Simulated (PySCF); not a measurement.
**Relaxation of singlet AsF5**

These are results of PBE0 in PySCF with As def2-SVP, F def2-SVP; no relativity; density-fitted integrals, not measurements. A (50,194) grid was used.

A hand-made square pyramidal start, of C4v symmetry, held to at least that symmetry:

Coordinates in bohr (charge 0 multiplicity 1):
```
As    0.0000    0.0000   -0.0658
F     0.0000    0.0000    3.4302
F     3.4196    0.0000   -0.7926
F     0.0000    3.4196   -0.7926
F    -3.4196    0.0000   -0.7926
F     0.0000   -3.4196   -0.7926
```

Optimiser trace:
```tsv
step	E − E(last) (kJ/mol)	largest gradient (Eh/bohr)
0	147.57	0.07877
1	2.96	0.01206
2	1.07	0.00701
3	0.01	0.00094
4	0.00	0.00044
5	0.00	0.00003
```

It ends at C4v with As–F 1.679 Å, As–F 1.707 Å (×4); F–As–F 87.4° (×4), F–As–F 102.4° (×4), F–As–F 155.3° (×2) (after a last refinement on a finer grid). A frequency run shows 1 imaginary mode, down to 83i cm⁻¹, so it is a saddle point.

Final geometry:
```xyz
6
charge 0 multiplicity 1, angstrom
As    0.0000    0.0000   -0.0234
F     0.0000    0.0000    1.6553
F     1.6676    0.0000   -0.3891
F     0.0000    1.6676   -0.3891
F    -1.6676    0.0000   -0.3891
F     0.0000   -1.6676   -0.3891
```

The relaxation took of the order of 40 core-seconds on a shared host.
